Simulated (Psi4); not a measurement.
C2H5 (SMILES [CH2]C), doublet, at a GFN2-xTB geometry; B3LYP/def2-SV(P) in Psi4.

The Psi4 input:
```
memory 2 GB

molecule {
0 2
  C    -0.02614715   -0.68564880   -0.01471818
  C     0.00914777    0.78429993    0.01653914
  H     0.98817534   -1.11000404   -0.01568722
  H    -0.53087951   -1.08690884    0.86435588
  H    -0.52155198   -1.05009079   -0.91400379
  H     0.10921562    1.30609826    0.94783358
  H     0.05703688    1.34899869   -0.89342413
}

set basis def2-sv(p)
set reference uks
set scf_type dfdirj+link

energy('b3lyp')
print_variables()
```

It wrote (shortened):

```
   => Loading Basis Set <=

    Name: DEF2-SV(P)
    Role: ORBITAL
    Keyword: BASIS

         ---------------------------------------------------------
                                   SCF
               by Justin Turney, Rob Parrish, Andy Simmonett
                          and Daniel G. A. Smith
                              UKS Reference
         ---------------------------------------------------------

  ==> Geometry <==

    Molecular point group: c1
    Full point group: C1

    Geometry (in Angstrom), charge = 0, multiplicity = 2:

       Center              X                  Y                   Z               Mass
    ------------   -----------------  -----------------  -----------------  -----------------
         C           -0.022662262466    -0.705872382755    -0.015091481404    12.000000000000
         C            0.012632657534     0.764076347245     0.016165838596    12.000000000000
         H            0.991660227534    -1.130227622755    -0.016060521404     1.007825032230
         H           -0.527394622466    -1.107132422755     0.863982578596     1.007825032230
         H           -0.518067092466    -1.070314372755    -0.914377091404     1.007825032230
         H            0.112700507534     1.285874677245     0.947460278596     1.007825032230
         H            0.060521767534     1.328775107245    -0.893797431404     1.007825032230

  Running in c1 symmetry.

  Rotational constants: A =      3.47318  B =      0.77756  C =      0.71928 [cm^-1]
  Rotational constants: A = 104123.31769  B =  23310.63539  C =  21563.45390 [MHz]
  Nuclear repulsion =   37.277180137900373

  Charge       = 0
  Multiplicity = 2
  Electrons    = 17
  Nalpha       = 9
  Nbeta        = 8

  ==> Algorithm <==

  SCF Algorithm Type is DFDIRJ+LINK.
  DIIS enabled.
  MOM disabled.
  Fractional occupation disabled.
  Guess Type is SAD.
  Energy threshold   = 1.00e-06
  Density threshold  = 1.00e-06
  Integral threshold = 1.00e-12

  ==> Primary Basis <==

  Basis Set: DEF2-SV(P)
    Blend: DEF2-SV(P)
    Number of shells: 22
    Number of basis functions: 38
    Number of Cartesian functions: 40
    Spherical Harmonics?: true
    Max angular momentum: 2

  ==> DFT Potential <==

   => LibXC <=

    Version 7.1.2
    S. Lehtola, C. Steigemann, M. J. T. Oliveira, and M. A. L. Marques,  SoftwareX 7, 1–5 (2018) (10.1016/j.softx.2017.11.002)

   => Composite Functional: B3LYP <=

    B3LYP Hyb-GGA Exchange-Correlation Functional

[...]
      Nbeta    =    8.0000015880 ; deviation = 1.588e-06
      Ntotal   =   17.0000029387 ; deviation = 2.939e-06

   @Spin Contamination Metric:   3.760348943E-03
   @S^2 Expected:                7.500000000E-01
   @S^2 Observed:                7.537603489E-01
   @S   Expected:                5.000000000E-01
   @S   Observed:                5.000000000E-01

    Orbital Energies [Eh]
    ---------------------

    Alpha Occupied:

[...]
    Alpha Virtual:

[...]
    Beta Occupied:

[...]
    Beta Virtual:

[...]
    Final Occupation by Irrep:
              A
    DOCC [     8 ]
    SOCC [     1 ]
    NA   [     9 ]
    NB   [     8 ]

  @UKS Final Energy:   -79.08744842470682

   => Energetics <=

    Nuclear Repulsion Energy =             37.2771801379003733
    One-Electron Energy =                -178.5548420679190826
    Two-Electron Energy =                  72.4561156625282337
    DFT Exchange-Correlation Energy =     -10.2659021572163311
    Empirical Dispersion Energy =           0.0000000000000000
    VV10 Nonlocal Energy =                  0.0000000000000000
    Total Energy =                        -79.0874484247068210

  UHF NO Occupations:
  HONO-2 :    7  A 1.9997363
  HONO-1 :    8  A 1.9988610
  HONO-0 :    9  A 1.0000000
  LUNO+0 :   10  A 0.0011390
  LUNO+1 :   11  A 0.0002637
  LUNO+2 :   12  A 0.0002542
  LUNO+3 :   13  A 0.0002001

Computation Completed

Properties will be evaluated at   0.000000,   0.000000,   0.000000 [a0]

Properties computed using the SCF density matrix

 Multipole Moments:

 ------------------------------------------------------------------------------------
     Multipole            Electronic (a.u.)      Nuclear  (a.u.)        Total (a.u.)
 ------------------------------------------------------------------------------------

 L = 1.  Multiply by 2.5417464519 to convert [e a0] to [Debye]
 Dipole X            :         -0.0642928            0.1119533            0.0476605
 Dipole Y            :          0.5481129           -0.6496894           -0.1015765
 Dipole Z            :          0.0098381           -0.0119923           -0.0021542
 Magnitude           :                                                    0.1122228

 ------------------------------------------------------------------------------------

  Variable Map:
  ----------------------------------------------------------------------------
[...]
  Array Variable Map:
  ----------------------------------------------------------------------------
[...]
[...]
```
